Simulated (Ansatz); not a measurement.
Spectroscopic constants of CrMo, closed-shell singlet (the spin of the measured ground state). No spin–orbit coupling. Cr is treated without relativity. The T1 diagnostic near the minimum is 0.068, so single-reference values are doubtful.

Constants: fifth-degree fit in 1/R to seven points, most abundant isotopes. In def2 and cc sets the state is the lowest found near the PBE0 minimum, followed along R. The singlet is held restricted.

Programs: Ansatz (a first-principles code). Each number belongs to the level named beside it. In def2 rows elements past Kr take small-core potentials, without spin–orbit coupling.

Energies at CAM-B3LYP/def2-TZVPP:

```tsv
R (Å)	E (hartree)
1.596845	-1112.47145668
1.639771	-1112.48539106
1.679263	-1112.49155309
1.723906	-1112.49245533
1.768549	-1112.48831831
1.820060	-1112.47877487
1.880157	-1112.46290328
```

Question: With a reduced mass of 33.9366 u, find the minimum, the force constant and the constants.

Answer: A fifth-degree polynomial in 1/R puts the minimum at r_e = 1.7083 Å with force constant 1200 N/m. Then ω_e = (1/2πc)√(k/μ) = 775 cm⁻¹ and B_e = h/(8π²cμr_e²) = 0.1702 cm⁻¹; the cubic and quartic terms give α_e = 0.00051 and ω_e x_e = 1.5 cm⁻¹.
